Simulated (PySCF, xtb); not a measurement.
SeCl₃, SMILES Cl[Se](Cl)Cl, multiplicity 2.

Harmonic wavenumbers (cm⁻¹) from GFN2-xTB in xtb at its own minimum, in rising order: 100, 106, 161, 225, 279, 381.

Q: What does ωB97X-D3(BJ)/def2-SVP (PySCF) give at its own minimum? (Estimate from the structure and the level; the computed values follow.)

A: 105, 136, 175, 288, 324, 438. Paired by order, the mean absolute difference is 36 cm⁻¹ and the zero-point energies are 1.8 and 2.1 kcal/mol.
